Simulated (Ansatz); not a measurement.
Basis-set extrapolation for CH₃BFNO (`FC1NBO1`) (PBE0-D4/def2-TZVP geometry, frozen core, Ansatz). Multiplicity 1, RHF reference.

```
                      def2-TZVPP   def2-QZVPP
                 HF  -293.223774  -293.237162
    MP2 correlation    -0.939155    -1.013837
CCSD(T) correlation    -0.992186      not run
```

Energies in hartree. Use E(X) = E(∞) + A·exp(−7.88·√X) for Hartree–Fock and E(X) = E(∞) + B·X^(−2.97) for correlation, with X = 3 and 4, and add CCSD(T) minus MP2 of the smaller set to the MP2 limit.

Task: What is the CCSD(T) energy at the basis-set limit?

Result: HF limit: -293.237162 + (-0.013388) × 0.13774 = -293.23901. MP2 limit: -1.013837 + (-0.074682) × 0.74074 = -1.06916. Higher-order term: -0.992186 − (-0.939155) = -0.05303. Total: -294.36120 hartree, 381.3 kJ/mol below CCSD(T)/def2-TZVPP.
